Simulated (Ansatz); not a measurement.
Single points on the cluster Tl2F⁺.

```yaml
crystal:
  periodic: [false, false, false]
  atoms:
    - {symbol: Tl, position_ang: [0.506645, 1.264182, 1.871086]}
    - {symbol: Tl, position_ang: [-0.506162, -1.263881, -1.871423]}
    - {symbol: F, position_ang: [-0.000493, -0.000291, 0.000327]}
basis:
  gaussian: {orbitals: def2-TZVP, initial_orbitals: start.molden}
total_charge: 1
hamiltonian: {xc: pbe0, dispersion: d4}
scf: {omitted_lower_state_checks: [starts]}
output: {orbitals: {seedname: orbitals}}
```

The file start.molden holds the orbitals of an earlier run on this structure, at another level or in another basis.

```sh
$ ansatz run in.yaml --threads 2 --pin off --events-out ev --progress --plain --max-ram 4352MiB
```

Output, abridged:

```
Functional definition: PBE0
1074 factors; their error is unknown
mean field evaluation 1: about -12099.9776 eV, gradient 1.2e2 eV
mean field evaluation 2: about -12101.5208 eV, gradient 2.3e0 eV
mean field evaluation 4: about -12101.6584 eV, gradient 1.5e-1 eV
mean field -12101.65845194 eV, -444.7277453099 hartree, gradient 4.4e-5 eV, S^2 0.000000; 0 other end points of the search recorded, 0 dependent functions left out
reference -12101.65848233 eV, -444.7277464268 hartree; 25, 25 occupied and 106, 106 virtual orbitals, 1074 factors
Total energy: -12101.72829520 eV, -444.7303120025 hartree
Checks for a lower state left out: starts
```

It took 3 s on 2 threads of Arm Neoverse N1 on a shared host.

First input, but with `hamiltonian: {xc: {name: B2PLYP}}` and without the key `output` (abridged; 6 s):

```
Functional definition: B2PLYP
mean field -12082.51667078 eV, -444.0242978271 hartree, gradient 2.5e-6 eV, S^2 0.000000
9 core orbitals not correlated: weight in the atoms' cores, before any rotation towards them, 1.000 or more for the frozen orbitals, at most 0.000 for the correlated occupied ones
second order -31.02629608 eV of doubles, -0.00000000 eV of singles
Total energy: -12090.89391506 eV, -444.3321558764 hartree
Checks for a lower state left out: starts
```

First input, but with `hamiltonian: {xc: {name: PBE-QIDH}}` and without the key `output` (abridged; 6 s):

```
Functional definition: PBE-QIDH
mean field -12079.27732302 eV, -443.9052539928 hartree, gradient 1.4e-6 eV, S^2 0.000000
9 core orbitals not correlated: weight in the atoms' cores, before any rotation towards them, 1.000 or more for the frozen orbitals, at most 0.000 for the correlated occupied ones
second order -29.12871547 eV of doubles, -0.00000000 eV of singles
Total energy: -12088.98690594 eV, -444.2620745838 hartree
Checks for a lower state left out: starts
```

As the first input, with `hamiltonian: {xc: {name: LC-wPBE, parameters: {omega: 0.2/bohr}}}` (abridged; 2.8 s):

```
Functional definition: LC-wPBE
mean field -12104.59991815 eV, -444.8358421994 hartree, gradient 2.0e-5 eV, S^2 0.000000
Total energy: -12104.59991817 eV, -444.8358422003 hartree
Checks for a lower state left out: starts
```

As the first input, with `hamiltonian: {xc: {name: LC-wPBE, parameters: {omega: 0.15/bohr}}}` (abridged; 3 s):

```
Functional definition: LC-wPBE
mean field -12104.55611194 eV, -444.8342323509 hartree, gradient 6.1e-6 eV, S^2 0.000000
Total energy: -12104.55611199 eV, -444.8342323526 hartree
Checks for a lower state left out: starts
```

As the first input, with `hamiltonian: {xc: r2scan, dispersion: d4}` (abridged; 4.5 s):

```
Functional definition: r2SCAN
mean field -12107.55544974 eV, -444.9444559822 hartree, gradient 8.6e-5 eV, S^2 0.000000
Total energy: -12107.57025984 eV, -444.9450002432 hartree
Checks for a lower state left out: starts
```

First input, but with `gaussian: {orbitals: def2-TZVPP, initial_orbitals: start.molden}`, `correlation: {method: ccsd_t}` and without the key `hamiltonian` (abridged; 11 s):

```
Functional definition: HF
mean field -12039.39214937 eV, -442.4395008963 hartree, gradient 3.2e-6 eV, S^2 0.000000
9 core orbitals not correlated: weight in the atoms' cores, before any rotation towards them, 1.000 or more for the frozen orbitals, at most 0.000 for the correlated occupied ones
second order -26.23379090 eV of doubles, -0.00000000 eV of singles
cycle   1  -24.03784426 eV  change     2.2e0 eV  update   1.2e-1
cycle   2  -24.64438646 eV  change   -6.1e-1 eV  update   4.2e-2
cycle   3  -24.77300340 eV  change   -1.3e-1 eV  update   2.1e-2
cycle   4  -24.75164668 eV  change    2.1e-2 eV  update   5.6e-3
cycle   5  -24.74466957 eV  change    7.0e-3 eV  update   2.1e-3
cycle   6  -24.74488558 eV  change   -2.2e-4 eV  update   8.9e-4
cycle   7  -24.74555738 eV  change   -6.7e-4 eV  update   3.2e-4
cycle   8  -24.74542633 eV  change    1.3e-4 eV  update   8.8e-5
cycle   9  -24.74536525 eV  change    6.1e-5 eV  update   2.8e-5
cycle  10  -24.74539997 eV  change   -3.5e-5 eV  update   1.1e-5
perturbative correction -0.57935580 eV, -0.0212909330 hartree
Total energy: -12064.71690515 eV, -443.3701685053 hartree
Checks for a lower state left out: starts
```

Geometry: PBE-D4/def2-TZVP.

In the def2 sets Tl takes a core potential; there is no spin–orbit coupling. Correlated methods freeze 9 core orbitals; core or outer-core shells of Tl are correlated, in sets that lack core-valence functions. The structure comes from a short search, and lower isomers may exist.
